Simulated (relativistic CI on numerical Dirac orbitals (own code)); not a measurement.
Line list: Electric-dipole lines, Tc²¹⁺

These numbers are calculated, not measured: Dirac-Coulomb-Breit CI, separate exchange-only KLI orbitals for each configuration, model QED, unscaled Slater integrals (own radial code, finite nucleus).

CI space (outside the closed core [Ne]): 3s2 3p6 3d4, 3s2 3p5 3d5, 3s 3p6 3d5, 3s2 3p6 3d3 4s, 3s2 3p6 3d3 4p, 3s2 3p6 3d3 4d, 3s2 3p6 3d3 4f, 3s2 3p5 3d4 4s, 3s2 3p6 3d2 4s 4p, 3s2 3p6 3d3 5s, 3s 3p6 3d4 4s, 3p6 3d6, 3p5 3d7, 3s2 3p6 3d2 4s2, 3s2 3p6 3d 4s2 4p, 3s2 3p6 3d 4s2 4d, 3s2 3p6 3d 4s2 4f, 3s2 3p6 3d2 4p2, 3s2 3p6 3d 4s 4p2, 3s2 3p6 3d 4p3, 3s2 3p6 3d 4p2 4d, 3s2 3p6 3d 4p2 4f. Double excitations out of closed p, d and f shells are left out; levels of such configurations are missing from the list, as are those of other unlisted configurations, and high levels can miss mixing partners. These lack a partner that the ground configuration has and come out too high: 3s2 3p5 3d4 4s.

```tsv
λ vac (nm)	Lower	Upper	A (s⁻¹)	log gf	S velocity/length
6.4159	3s2 3p6 3d4 5D_4 [5]	3s2 3p5 3d5 3D°_3 [200]	1.88e+11	-0.09	0.63
6.4893	3s2 3p6 3d4 5D_1 [2]	3s2 3p5 3d5 5P°_2 [185]	7.38e+10	-0.63	0.64
6.5406	3s2 3p6 3d4 5D_2 [3]	3s2 3p5 3d5 5P°_2 [185]	2.98e+11	-0.02	0.63
6.5872	3s2 3p6 3d4 5D_3 [4]	3s2 3p5 3d5 5P°_2 [185]	4.33e+11	0.15	0.63
6.7875	3s2 3p6 3d4 5D_1 [2]	3s2 3p5 3d5 3P°_1 [164]	1.34e+11	-0.56	0.63
6.7993	3s2 3p6 3d4 3G_4 [14]	3s2 3p5 3d5 3D°_3 [200]	2.05e+11	0.00	0.62
6.8252	3s2 3p6 3d4 3H_6 [12]	3s2 3p5 3d5 3H°_6 [194]	5.55e+11	0.70	0.65
6.8437	3s2 3p6 3d4 5D_2 [3]	3s2 3p5 3d5 3P°_1 [164]	1.25e+11	-0.58	0.63
6.8658	3s2 3p6 3d4 3H_5 [9]	3s2 3p5 3d5 3G°_5 [187]	2.87e+11	0.35	0.66
6.8940	3s2 3p6 3d4 5D_1 [2]	3s2 3p5 3d5 3P°_1 [152]	1.26e+11	-0.57	0.62
6.8965	3s2 3p6 3d4 3G_4 [13]	3s2 3p5 3d5 3G°_4 [191]	1.85e+11	0.07	0.65
6.9042	3s2 3p6 3d4 3H_6 [12]	3s2 3p5 3d5 3G°_5 [187]	6.77e+10	-0.27	0.64
6.9519	3s2 3p6 3d4 5D_2 [3]	3s2 3p5 3d5 3P°_1 [152]	1.55e+11	-0.47	0.63
6.9771	3s2 3p6 3d4 3H_5 [9]	3s2 3p5 3d5 3H°_5 [181]	1.32e+11	0.03	0.65
6.9883	3s2 3p6 3d4 3G_4 [14]	3s2 3p5 3d5 3F°_4 [188]	1.29e+11	-0.07	0.66
7.0171	3s2 3p6 3d4 3D_3 [17]	3s2 3p5 3d5 3D°_3 [192]	1.30e+11	-0.17	0.66
7.0533	3s2 3p6 3d4 3P_2 [15]	3s2 3p5 3d5 3D°_3 [184]	1.20e+11	-0.20	0.68
7.0971	3s2 3p6 3d4 3H_4 [7]	3s2 3p5 3d5 3F°_4 [166]	5.88e+10	-0.40	0.66
7.1024	3s2 3p6 3d4 3G_3 [8]	3s2 3p5 3d5 3F°_3 [172]	1.72e+11	-0.04	0.65
7.1388	3s2 3p6 3d4 3G_4 [13]	3s2 3p5 3d5 3H°_4 [174]	1.20e+11	-0.08	0.66
7.1469	3s2 3p6 3d4 3H_5 [9]	3s2 3p5 3d5 3H°_5 [169]	7.00e+10	-0.23	0.64
7.1534	3s2 3p6 3d4 3H_4 [7]	3s2 3p5 3d5 3F°_4 [162]	1.60e+11	0.04	0.65
7.1561	3s2 3p6 3d4 3F_2 [11]	3s2 3p5 3d5 3D°_1 [170]	1.99e+11	-0.34	0.61
7.1839	3s2 3p6 3d4 3H_4 [7]	3s2 3p5 3d5 3H°_4 [156]	7.77e+10	-0.27	0.63
7.1989	3s2 3p6 3d4 5D_4 [5]	3s2 3p5 3d5 3F°_4 [143]	1.19e+11	-0.08	0.67
7.2499	3s2 3p6 3d4 5D_1 [2]	3s2 3p5 3d5 5D°_2 [126]	8.89e+10	-0.46	0.68
7.2611	3s2 3p6 3d4 3H_4 [7]	3s2 3p5 3d5 3G°_4 [153]	1.58e+11	0.05	0.64
7.3058	3s2 3p6 3d4 5D_2 [3]	3s2 3p5 3d5 5F°_3 [128]	6.33e+10	-0.45	0.70
7.3336	3s2 3p6 3d4 5D_3 [4]	3s2 3p5 3d5 5F°_4 [131]	1.20e+11	-0.06	0.70
7.4227	3s2 3p6 3d4 5D_4 [5]	3s2 3p5 3d5 3G°_5 [125]	1.25e+11	0.06	0.70
7.4571	3s2 3p6 3d4 5D_3 [4]	3s2 3p5 3d5 3F°_3 [121]	7.77e+10	-0.34	0.67
7.5185	3s2 3p6 3d4 3G_5 [18]	3s2 3p5 3d5 3H°_6 [158]	7.91e+10	-0.06	0.72
7.5370	3s2 3p6 3d4 5D_2 [3]	3s2 3p5 3d5 5F°_3 [111]	5.46e+10	-0.49	0.69
7.5510	3s2 3p6 3d4 1I_6 [20]	3s2 3p5 3d5 1K°_7 [163]	6.02e+10	-0.11	0.72
7.5804	3s2 3p6 3d4 5D_2 [3]	3s2 3p5 3d5 5F°_2 [108]	6.79e+10	-0.53	0.69
7.5838	3s2 3p6 3d4 5D_3 [4]	3s2 3p5 3d5 5D°_4 [113]	6.42e+10	-0.30	0.68
7.6179	3s2 3p6 3d4 3G_4 [13]	3s2 3p5 3d5 3H°_5 [144]	5.94e+10	-0.25	0.71
7.6357	3s2 3p6 3d4 5D_4 [5]	3s2 3p5 3d5 5D°_4 [113]	5.11e+10	-0.40	0.65
7.7074	3s2 3p6 3d4 3F_2 [11]	3s2 3p5 3d5 3G°_3 [135]	8.32e+10	-0.28	0.68
7.7125	3s2 3p6 3d4 5D_4 [5]	3s2 3p5 3d5 5F°_4 [106]	5.69e+10	-0.34	0.67
7.8156	3s2 3p6 3d4 5D_4 [5]	3s2 3p5 3d5 3H°_4 [96]	5.25e+10	-0.36	0.66
7.8570	3s2 3p6 3d4 5D_4 [5]	3s2 3p5 3d5 3G°_5 [92]	8.12e+10	-0.08	0.69
8.0907	3s2 3p6 3d4 3H_6 [12]	3s2 3p5 3d5 3H°_6 [110]	4.63e+10	-0.23	0.64
8.1996	3s2 3p6 3d4 3H_6 [12]	3s2 3p5 3d5 3I°_7 [103]	3.49e+10	-0.28	0.71
8.3552	3s2 3p6 3d4 3H_6 [12]	3s2 3p5 3d5 1K°_7 [90]	4.55e+10	-0.15	0.70
```

Terms are leading LS components. Brackets give the number of a level in order of energy, since labels repeat. The list gives strong lines, with weight on those to low levels, among the lowest 200 of 2378 levels, so that lines to higher ones, which can be the strongest, are missing. Levels whose partners in the same complex of configurations lie outside the list can be far off, and so can their lines. Rates are taken at the computed energies, electric ones in the length gauge. A velocity-to-length ratio far from 1 marks an uncertain rate.

At this charge energies of transitions that change n are usually good to better than 1 %, and those within a shell (Δn = 0) to a few per cent. Terms inside the open d or f shell come out 10 to 20 % too wide with unscaled integrals.

LS names give the leading component of a level, which can be under half, so a name can repeat, a term be missing and a line seem to break the LS rules.
